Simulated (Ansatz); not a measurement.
Geometry optimisation, RKS PBE/def2-SVP in Ansatz 0.2.0.

input.yaml

```yaml
crystal:
  periodic: [false, false, false]
  atoms:
    - { symbol: Ta, position_ang: [-0.634162, 0.319854, 0.288369] }
    - { symbol: F, position_ang: [2.380599, -0.510307, 0.180903] }
    - { symbol: O, position_ang: [-0.771611, -0.157958, 2.139665] }
    - { symbol: H, position_ang: [-0.307657, -0.431798, 2.946652] }
    - { symbol: O, position_ang: [0.001592, 0.851694, -1.43771] }
    - { symbol: H, position_ang: [0.784139, 0.833776, -2.011282] }
    - { symbol: O, position_ang: [-2.296699, 1.242121, 0.187891] }
    - { symbol: H, position_ang: [-3.021916, 1.147937, 0.832302] }
    - { symbol: F, position_ang: [-0.362678, -1.520381, -0.143895] }
    - { symbol: Si, position_ang: [1.074837, 2.034128, 1.208814] }
    - { symbol: H, position_ang: [1.604435, 1.739171, 2.595037] }
    - { symbol: H, position_ang: [2.341193, 2.141352, 0.352673] }
    - { symbol: H, position_ang: [0.528865, 3.445701, 1.24932] }
    - { symbol: H, position_ang: [2.810564, 0.317909, 0.165463] }
basis:
  gaussian: { orbitals: def2-SVP }
hamiltonian:
  xc: pbe
relax:
  f_tol: 0.03
  max_steps: 50
```

Run as:

```bash
$ ansatz run input.yaml --threads 4 --pin off --max-ram 5120MiB --backend cpu --events-out ev --progress --plain --runs-dir out
```

Problem. Where does it end, and by what steps?

Solution. The run converged. After 25 steps the energy has fallen by 0.285 eV; H13 moved furthest, 1.18 Å. Joined: Ta1–F2 (3.13 → 2.41 Å).

```csv
step,energy less start (eV),largest force component (eV/Å),accepted
0,0.0000,0.667,yes
1,-0.0400,0.638,yes
2,-0.0617,0.700,yes
3,-0.0041,1.992,no
4,-0.0831,0.466,yes
5,-0.1030,0.411,yes
6,-0.1281,0.337,yes
7,-0.1343,0.520,yes
8,-0.1884,0.253,yes
9,-0.2108,0.292,yes
10,-0.2280,0.375,yes
11,-0.2010,1.788,no
12,-0.2538,0.225,yes
13,-0.2646,0.166,yes
14,-0.2730,0.331,yes
15,-0.2631,0.789,no
16,-0.2801,0.123,yes
17,-0.2816,0.078,yes
18,-0.2801,0.210,no
19,-0.2819,0.057,yes
20,-0.2820,0.179,yes
21,-0.2825,0.119,yes
22,-0.2836,0.129,yes
23,-0.2844,0.036,yes
24,-0.2842,0.084,no
25,-0.2845,0.005,yes
```

```xyz
14
Properties=species:S:1:pos:R:3
Ta -0.455 0.128 0.175
F 1.841 -0.606 0.168
O -0.455 -0.386 2.029
H -0.146 -0.086 2.898
O -0.038 1.015 -1.465
H 0.356 1.814 -1.849
O -2.210 0.871 0.258
H -2.805 0.702 1.012
F -0.456 -1.653 -0.505
Si 1.166 2.097 1.170
H 1.114 2.452 2.641
H 2.606 1.511 1.082
H 1.356 3.392 0.410
H 2.258 0.202 0.530
```

Whether the end is a true minimum wasn't checked by a vibrational analysis.

Run time: 72 s on 4 threads of Arm Neoverse V2, on a shared host, peak memory 0.24 GiB.
